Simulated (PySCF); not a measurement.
CrF4, SMILES [F][Cr]([F])([F])[F] (connectivity only; charge and spin as stated), neutral, multiplicity 3.

The structure is a stationary point at r2SCAN-D4/def2-SVP. The multiplicity is an assumed one; other spin states were not compared.

Two levels are set side by side: PBE/def2-TZVP (PySCF) and M06-2X/def2-TZVP (PySCF). Same geometry, gas phase. Differences are taken from unrounded values.

| quantity | M06-2X | PBE | PBE minus M06-2X |
|---|---|---|---|
| α-spin orbital gap (eV) | 9.52 | 1.93 | -7.60 |
| β-spin orbital gap (eV) | 12.49 | 5.81 | -6.68 |
| mean polarisability (bohr³) | 29.7 | 32.3 | 2.6 |

PBE's more diffuse valence density responds more strongly to a field. Differences between two approximate levels are no errors against the true value.

Rough cost on one machine, each run with all the roots and properties that it gave: M06-2X against PBE about 3 times.
